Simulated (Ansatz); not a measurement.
Geometry optimisation, Ansatz 0.2.0, RHF/6-31G*.

Input:

```yaml
crystal:
  periodic: [false, false, false]
  atoms:
    - { symbol: B, position_ang: [-1.4437, 0.347, 0.6312] }
    - { symbol: C, position_ang: [-0.2187, 0.158, -0.2577] }
    - { symbol: Cl, position_ang: [-0.2913, 0.7255, -1.9358] }
    - { symbol: C, position_ang: [0.9356, -0.4345, 0.2571] }
    - { symbol: O, position_ang: [2.0247, -0.681, -0.497] }
    - { symbol: H, position_ang: [-2.4387, 0.943, 0.1557] }
    - { symbol: H, position_ang: [-1.497, 0.0379, 1.75] }
    - { symbol: H, position_ang: [0.8898, -0.7617, 1.2852] }
    - { symbol: H, position_ang: [2.1277, -0.3805, -1.4058] }
basis:
  gaussian: { orbitals: "6-31G*" }
hamiltonian:
  xc: hf
relax:
  f_tol: 0.015
  max_steps: 40
```

Launched with:

```bash
$ ansatz run input.yaml --threads 1 --pin off --max-ram 2048MiB --backend cpu --events-out ev --progress --plain --runs-dir out
```

**Question.** Where does it end, and by what steps?

**Answer.** The run converged. After 6 steps the energy has fallen by 0.514 eV; H9 moved furthest, 0.17 Å.

```tsv
step	energy less start (eV)	largest force component (eV/Å)	accepted
0	0.0000	4.326	yes
1	-0.3678	1.667	yes
2	-0.4946	0.602	yes
3	-0.5098	0.272	yes
4	-0.5131	0.061	yes
5	-0.5136	0.027	yes
6	-0.5137	0.009	yes
```

```xyz
9
Properties=species:S:1:pos:R:3
B -1.450 0.384 0.605
C -0.220 0.172 -0.271
Cl -0.189 0.697 -1.959
C 0.884 -0.421 0.206
O 2.012 -0.670 -0.423
H -2.430 0.910 0.194
H -1.400 0.003 1.732
H 0.906 -0.755 1.225
H 1.975 -0.368 -1.326
```

Run time: 17 s on 1 thread of Intel(R) Xeon(R) Platinum 8488C (Sapphire Rapids), on a shared host, peak memory 0.17 GiB.
